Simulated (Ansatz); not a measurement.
Harmonic frequencies (cm⁻¹) at PBE0-D4/def2-TZVP from Ansatz: 40, 69, 135, 253, 310, 344, 362, 422, 550, 638, 675, 729, 754, 868, 913, 953, 959, 986, 1078, 1398, 1415, 1628, 1635, 2191, 2224, 2240, 3652, 3659, 3750, 3762.

Each molecule was computed in one conformer, which needn't be the lowest.

(1) Which molecule is it?
A. `NB(N)O[SiH3]`
B. `CCB(S)S`
C. `CCB(O)S`
D. `F[Si](F)(F)B([Si](F)(F)F)[Si](F)(F)F`

Answers

(1) A.
